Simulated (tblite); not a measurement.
Species: C₃H₁₂N₂Si.
Geometry (GFN2-xTB, Å), atoms numbered from 1 in this order:
```
atom  x, y, z in Å
C1    -1.302    1.234    1.082
C2    -1.017    0.547   -0.259
C3    -1.705   -0.811   -0.318
N4     0.400    0.402   -0.497
Si5    1.415   -0.837    0.112
N6     2.998   -0.256   -0.260
H7    -0.906    0.628    1.894
H8    -0.826    2.212    1.116
H9    -2.372    1.361    1.227
H10   -1.427    1.177   -1.062
H11   -1.375   -1.435    0.507
H12   -1.455   -1.311   -1.249
H13   -2.784   -0.688   -0.259
H14    0.840    1.284   -0.708
H15    1.206   -1.124    1.549
H16    1.262   -2.079   -0.651
H17    3.749   -0.919   -0.173
H18    3.289    0.621    0.141
```

Computed values, GFN2-xTB/tblite, gas phase, harmonic and unscaled. The method is semi-empirical: single wavenumbers can be off by several per cent or more. Modes of hydrogen on silicon can be 10 to 20 % off. One conformer, not necessarily the lowest.

Harmonic wavenumbers (cm⁻¹): 61.2, 86.6, 156.8, 189.6, 209.1, 231.4, 249.3, 317.7, 370.6, 422.4, 529.2, 533.4, 577.1, 616.0, 747.7, 776.1, 820.7, 860.7, 889.0, 917.5, 938.9, 970.7, 1039.6, 1115.9, 1148.1, 1219.1, 1302.9, 1320.1, 1370.4, 1394.6, 1411.0, 1485.8, 1493.7, 1495.8, 1505.0, 1548.3, 2080.5, 2225.1, 2860.6, 3025.3, 3030.9, 3035.6, 3040.7, 3050.6, 3054.7, 3457.8, 3482.1, 3525.5.

A = 5473, B = 1535, C = 1376 MHz; mass 104.077 u (most abundant isotopes); point group C1, symmetry number 1.

**Question.** What is the zero-point energy?

**Answer.** ½Σν̃ = 33096 cm⁻¹ = 94.62 kcal/mol.

**Question.** What is S at 350 K and 1 bar for an ideal gas of classical rigid rotors and harmonic oscillators?

**Answer.** Translation 40.66, rotation 28.20, vibration 30.67: S = 99.5 cal/(mol K).

**Question.** And Cp and H(350 K) − H(0)?

**Answer.** Cp = 41.17 cal/(mol K), of which vibrations give 33.22 (their classical limit is 48 R = 95.4); H(350 K) − H(0) = 8.62 kcal/mol without the zero-point energy, 5.84 from vibrations.

**Question.** Blend soft modes into free rotors: weight 1/[1 + (100 cm⁻¹/ν̃)⁴] for the oscillator and the rest for a rotor with moment μB/(μ + B), μ = h/(8π²ν), B = 10⁻⁴⁴ kg m². What vibrational entropy results?

**Answer.** 28.97 cal/(mol K) in place of 30.67, which changes −T·S at 350 K by +0.60 kcal/mol.

**Question.** Which modes carry the vibrational entropy at 350 K?

**Answer.** 61.2 cm⁻¹: 4.73; 86.6 cm⁻¹: 4.05; 156.8 cm⁻¹: 2.89; 189.6 cm⁻¹: 2.53; 209.1 cm⁻¹: 2.35; 231.4 cm⁻¹: 2.16 cal/(mol K); the other 42 give 11.96 together.

**Question.** How do the functions run with temperature in this model?

**Answer.** 
```json
{"T (K)": "150", "S (cal/(mol K))": "73.5", "Cp (cal/(mol K))": "22.7", "H − H(0) (kcal/mol)": "2.22", "G − H(0) (kcal/mol)": "-8.81", "ln q(vib)": "2.28"}
{"T (K)": "250", "S (cal/(mol K))": "87.3", "Cp (cal/(mol K))": "32.1", "H − H(0) (kcal/mol)": "4.96", "G − H(0) (kcal/mol)": "-16.86", "ln q(vib)": "4.64"}
{"T (K)": "298.15", "S (cal/(mol K))": "93.3", "Cp (cal/(mol K))": "36.5", "H − H(0) (kcal/mol)": "6.61", "G − H(0) (kcal/mol)": "-21.21", "ln q(vib)": "5.79"}
{"T (K)": "400", "S (cal/(mol K))": "105.3", "Cp (cal/(mol K))": "45.4", "H − H(0) (kcal/mol)": "10.79", "G − H(0) (kcal/mol)": "-31.34", "ln q(vib)": "8.24"}
{"T (K)": "600", "S (cal/(mol K))": "126.5", "Cp (cal/(mol K))": "59.1", "H − H(0) (kcal/mol)": "21.31", "G − H(0) (kcal/mol)": "-54.56", "ln q(vib)": "12.95"}
{"T (K)": "900", "S (cal/(mol K))": "153.2", "Cp (cal/(mol K))": "72.7", "H − H(0) (kcal/mol)": "41.24", "G − H(0) (kcal/mol)": "-96.64", "ln q(vib)": "19.61"}
```

q(vib) and H(0) count from the zero-point level.

Hindered rotation and anharmonicity are outside this model. Other conformers, if any are populated, would add a mixing term that is left out. The structure is chiral; the term R ln 2 for an equal mix with its mirror image is left out.
